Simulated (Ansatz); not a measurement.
Problem. Name a neutral molecule of C, In, N and H with HOMO energy (B3LYP/def2-TZVPP) between -5.55 and -5.25 eV and size of the dipole moment (B3LYP/def2-TZVPP) between 1.25 and 1.55 D (Ansatz, PBE0-D4/def2-TZVP geometry).

Solution. `C=C[NH][InH2]` (-5.52 eV, 1.46 D). Other molecules can fit too; these were computed, each in one conformer that needn't be the lowest.

B3LYP here is the variant with VWN-RPA as its local correlation; programs differ in this.
